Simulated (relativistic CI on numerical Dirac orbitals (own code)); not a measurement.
Ni⁺ in a cubic cluster: 2p photoemission with charge transfer

Computed with a charge-transfer multiplet model of a cubic metal-ligand cluster with up to one ligand hole, Slater and spin-orbit integrals from Dirac-Coulomb-Breit ions, Slater integrals scaled by 0.8. The ground state mixes d9 with configurations of k ligand holes L, whose averages lie at kΔ + k(k − 1)U_dd/2; a core hole lowers each added d electron by U_cd. 300 K, Lorentzian 0.6 eV and Gaussian 0.8 eV FWHM.

Atomic integrals in eV (Slater integrals scaled, ζ unscaled), ground: F2dd 9.736, F4dd 6.042, zeta_d 0.072; with the core hole: F2dd 9.736, F4dd 6.042, zeta_d 0.103, zeta_core 11.413, F2cd 6.198, G1cd 4.674, G3cd 2.657.

Cluster parameters (eV): Δ = 8.1, U_dd = 7.8, U_cd = 9, 10Dq = 0.6, 10Dq(ligand) = 1.6, final-state hopping factor = 1.

Weights, n_d and S are thermal averages at 300 K. Binding energies count from the first peak over 30 % of the highest in each spectrum, which can be another peak from case to case. The parameters are a model scan and need not match a compound or its usual spin state. Peaks in eV (height, largest 100): 0.0 (100), 3.5 (46), 4.8 (42), 17.2 (47), 21.2 (40).

Q: Which parameters give this spectrum?
A. V(eg) = 2.6 eV, V(t2g) = -1.12 eV
B. V(eg) = 2.3 eV, V(t2g) = -0.99 eV
C. V(eg) = 3.2 eV, V(t2g) = -1.38 eV
D. V(eg) = 1.7 eV, V(t2g) = -0.73 eV
E. V(eg) = 2.9 eV, V(t2g) = -1.25 eV

A: D. V(eg) = 1.7 eV, V(t2g) = -0.73 eV; the ground state then has 9.04 d electrons and S = 0.50. The choice follows from running the model for each set and comparing peak positions and heights.
